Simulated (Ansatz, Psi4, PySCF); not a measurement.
Process, species as SMILES: [S]S (HS2) → [S-]S (an electron is taken up)

Wanted: adiabatic electron affinity (0 K, with zero-point energies), in eV. Positive where the reaction releases energy. Set-up: open shells spin-unrestricted; dispersion terms only where a functional's name holds one; LANL2DZ with its own core potentials from Na on; 6-31G* and kin with 6d, 5d where marked; non-relativistic; valence correlation only; spin-orbit terms left out; 6-311+G** with 5d, 6d on Na to Ar in Ansatz (a quantum-chemistry and plane-wave program). First-principles rows: single points at B3LYP-D3(BJ) geometries (Ansatz), with unscaled harmonic terms from B3LYP/6-31G* at its own minima. Sets without +, aug- or the D of def2-TZVPD hold no diffuse functions, which anions need.

```csv
level,program,"adiabatic electron affinity (0 K, with zero-point energies) (eV)"
PBE/3-21G,Ansatz,1.90
PBE/LANL2DZ,Ansatz,1.89
PBE/6-31G*,Ansatz,1.45
PBE/def2-SVP,Ansatz,1.00
BLYP/6-31G*,Ansatz,1.31
BP86/def2-SVP,PySCF,1.13
B3LYP/def2-SVP,Ansatz,1.10
B3LYP/cc-pVDZ,Ansatz,1.34
B3LYP/6-311+G**,Ansatz,1.94
PBE0/6-31G*,Ansatz,1.57
wB97X-D/6-31G*,Psi4,1.67
MP2/STO-3G,Ansatz,-4.98
MP2/6-31G*,Ansatz,1.22
B3LYP/def2-TZVPD,Ansatz,1.84
```

No value to compare with is used here. The 13 habitual levels span -4.98 (MP2/STO-3G) to 1.94 eV (B3LYP/6-311+G**); B3LYP/def2-TZVPD gives 1.84.

The levels are drawn from those run, B3LYP/6-31G* more often than the rest, none by its result; runs whose electronic state is in doubt are left out.
